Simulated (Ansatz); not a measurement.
Consider the atomization: `C[N](C)[Ge]([F])([N](C)C)[N](C)C` → 6 C• + F• + Ge• + 18 H• + 3 N•.

Isolated molecules relaxed with PBE0-D4/def2-TZVP in Ansatz; ΔE leaves out vibrations. CBS: MP2 limit from def2 TZ/QZ plus the TZ coupled-cluster correction, frozen cores. This one scheme is used for every species, atoms too. DFT in def2-TZVPP. HSE06 is defined as in plane-wave codes. No spin–orbit coupling; open shells (•) take unrestricted orbitals. Spin–orbit coupling would lower the free atoms: a little for C, F; clearly for Ge. Bonds to Ge are less sure, by a few kJ/mol each and by 10 to 20 or more in all where they break to atoms, as the def2 sets lack core-valence functions. Scalar relativity is left out up to krypton. Each species was taken in one conformer, which may not be the lowest.

**Question.** What is ΔE at CCSD(T)/CBS? (Estimate.)

**Answer.** Computed: +10980.7 kJ/mol.

**Question.** What do these levels give: ωB97X-V, PBE0, HSE06, HF/def2-TZVPP, SCS-MP2/def2-TZVPP, CCSD/CBS(def2)? (Estimate.)

**Answer.** The calculation gave: ωB97X-V 11023.4, PBE0 10948.3, HSE06 10959.2, HF/def2-TZVPP 7864.5, SCS-MP2/def2-TZVPP 10833.4, CCSD/CBS(def2) 10820.6 kJ/mol.

Largest T1 diagnostic among the species: 0.011.

The D4 term adds +126.5 kJ/mol with B3LYP and +69.9 kJ/mol with PBE0; it sums over pairs of atoms, weighted by their polarisabilities, and B3LYP, whose exchange is more repulsive, gets the larger term. In def2-TZVPP, CCSD(T) changes the Hartree–Fock value by +2852.3 kJ/mol (the triples alone add +160.0 kJ/mol) and MP2 by +2986.4 kJ/mol; breaking electron pairs costs correlation energy, which Hartree–Fock lacks.

B3LYP here is the variant with VWN-RPA as its local correlation; programs differ in this.

For atomizations the MP2-based limit and the directly extrapolated one differ by several kJ/mol either way, and by 10 to 25 for some Ge, Se and Sn compounds, so smaller differences from it don't rank the levels.
